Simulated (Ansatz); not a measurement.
System: CH₃BFS, net charge 0, doublet state. It need not be the lowest isomer of its formula. 
Coordinates optimised at B3LYP-D3(BJ)/def2-TZVP (Ansatz, a program for electronic structure):
SMILES: F[B]SC
```xyz
7

C     -1.9048    -0.0693     0.3445
S     -0.3509     0.4543    -0.4678
B      0.8628    -0.4902     0.4372
F      2.1529    -0.4363     0.1959
H     -2.0518    -1.1388     0.2249
H     -1.8882     0.1952     1.3979
H     -2.7074     0.4687    -0.1554
```
Charge 0, spin multiplicity 2.

Dipole moments at this geometry, in debye (magnitudes).

```
level                    program  dipole (D)
-----------------------  -------  ----------
SVWN5/def2-TZVPD          Ansatz        2.07
PBE/def2-TZVPD            Ansatz        2.02
BLYP/def2-TZVPD           Ansatz        2.02
revPBE/def2-TZVPD         Ansatz        2.00
B97M-V/def2-TZVPD         Ansatz        2.02
B3LYP/def2-TZVPD          Ansatz        2.11
PBE0/def2-TZVPD           Ansatz        2.14
BHLYP/def2-TZVPD          Ansatz        2.23
HSE06/def2-TZVPD          Ansatz        2.13
CAM-B3LYP/def2-TZVPD      Ansatz        2.14
wB97M-V/def2-TZVPD        Ansatz        2.07
wB97X-V/def2-TZVPD        Ansatz        2.10
CCSD(T)/aug-cc-pV(D+d)Z   Ansatz        2.10
```
